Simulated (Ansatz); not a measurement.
Ideal-gas functions of FH$_{4}$SbSi (`F[SiH2][SbH2]`) at 400 K and 1 bar, from an Ansatz frequency run at PBE0-D4/def2-TZVP.

Molar mass 172.88 g/mol, point group C1 (symmetry number 1), electronic degeneracy 1, moments of inertia 33.214, 299.737, 321.205 u Å². Harmonic wavenumbers (cm⁻¹, unscaled): 91, 147, 309, 397, 511, 601, 730, 827, 849, 877, 946, 1956, 1968, 2221, 2237.

Use S(trans) = R[1.5 ln M + 2.5 ln T − 1.1517]; rotational temperatures θ = 24.2544 K / I; S(rot) = R[ln(√π/σ · √(T³/θAθBθC)) + 1.5]; for each mode x = 1.438777 ν̃/T, S = R[x/(eˣ − 1) − ln(1 − e⁻ˣ)] and H = RT x/(eˣ − 1); 1 cm⁻¹ = 0.0119627 kJ/mol; R = 8.31446 J/(mol·K).

Problem. By hand: the entropy, in J/(mol·K).

Solution. Translation 179.2. Rotation: θ = 0.7302, 0.0809, 0.0755 K, giving 114.5. Vibration, mode by mode: 17.64, 13.71, 7.85, 6.02, 4.33, 3.36, 2.33, 1.77, 1.66, 1.53, 1.26, 0.06, 0.06, 0.03, 0.02, in all 61.6. Electronic 0.0. Sum 355.3 J/(mol·K).

Problem. By hand: H − E and G − E in kJ/mol, counted from the electronic energy.

Solution. Zero-point energy ½ × 14667 × 0.0119627 = 87.7; thermal vibration 13.4; translation, rotation and pV give 4 RT = 13.3. H − E = 114.4 kJ/mol, and G − E = 114.4 − 400 × 355.3/1000 = -27.7 kJ/mol.

Vibration gives 17 % of the entropy, 31.3 J/(mol·K) of it from the modes under 150 cm⁻¹: soft modes count most, and the harmonic formula is weakest for them. The sum counts one conformer and one mirror image; others add a mixing term.
